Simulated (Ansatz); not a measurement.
The cluster Co3W⁺. Total charge 1; septet. Geometry PBE-D4/def2-SVP; atoms count from 1.

```tsv
atom	x (Å)	y (Å)	z (Å)
Co1	0.6606	0.8192	1.3145
Co2	-0.8705	-0.6477	-1.2874
Co3	-0.4116	-1.0095	0.8124
W4	0.6216	0.8380	-0.8396
```

In the def2 sets W takes a core potential; there is no spin–orbit coupling. The charge 1 septet is spin-contaminated (final ⟨S²⟩ up to 13.50, 12.00 for a pure state). At PBE0-D4/def2-TZVP a quintet of charge 1 lies 0.42 eV below the septet, each at its own geometry. That quintet is doubtful there (⟨S²⟩ 8.82, where a pure state has 6.00). The structure comes from a short search, and lower isomers may exist.

Question: Estimate the Mulliken populations from the PBE0/def2-TZVP orbitals of Ansatz.

Answer: 
| atom | charge (e) | spin (α − β) | d electrons |
| --- | --- | --- | --- |
| Co1 | 0.20 | 2.29 | 7.68 |
| Co2 | 0.21 | 2.27 | 7.67 |
| Co3 | 0.27 | 2.46 | 7.62 |
| W4 | 0.32 | -1.01 | 4.53 |
Mulliken values and Mayer orders depend strongly on the basis.

Question: Where does the spin sit?

Answer: Summed by element: Co 7.01, W -1.01, of 6 unpaired in all. Largest on single atoms: Co3 2.46, Co1 2.29, Co2 2.27.

Question: And the Mayer bond orders between bonded heavy atoms (over 0.3)?

Answer: Co1–Co3 0.83 (2.18 Å); Co1–W4 1.84 (2.15 Å); Co2–Co3 0.83 (2.18 Å); Co2–W4 1.76 (2.15 Å); Co3–W4 0.58 (2.69 Å).
